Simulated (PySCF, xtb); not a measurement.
W(O)2(F)(OMe) (CH3FO3W), SMILES C[O][W](=[O])(=[O])[F], multiplicity 1.

xtb with GFN2-xTB at its own geometry gives an orbital gap of 4.32 eV and a dipole moment of 5.98 D.

The structure is a stationary point at B3LYP-D3(BJ)/def2-SVP. The spin state was assumed, not searched. The structure was generated by enumeration; whether it is a known compound was not checked. The def2 effective core potentials stand for the cores of W; spin–orbit coupling is left out. One conformer was computed; it need not be the lowest.

Q: What does PBE/def2-TZVP run with PySCF give? (The exact figures need the calculation; the answer reports its results.)

A: gap 4.74 eV (levels -7.45 and -2.71 eV), dipole 3.97 D.
